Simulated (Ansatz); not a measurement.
Input file for Ansatz (an electronic-structure program): R-SVWN5/def2-TZVPP on Cl3HSi (SMILES Cl[SiH](Cl)Cl).

Ansatz 0.2 input:
```yaml
crystal:
  periodic: [false, false, false]
  atoms:
    - {symbol: Si, position_ang: [0.00681208, -0.00426701, 0.11398218]}
    - {symbol: Cl, position_ang: [-1.30352894, -1.42538965, -0.54060911]}
    - {symbol: Cl, position_ang: [-0.64744031, 1.84233472, -0.45791865]}
    - {symbol: Cl, position_ang: [1.85012468, -0.35406429, -0.68907213]}
    - {symbol: H, position_ang: [0.09403250, -0.05871376, 1.57371772]}
basis:
  gaussian:
    orbitals: def2-TZVPP
hamiltonian:
  xc: {name: SVWN5}
scf: {lower_state_search: off}
```

Q: Predict the final total energy.

A: -1665.3059 hartree.
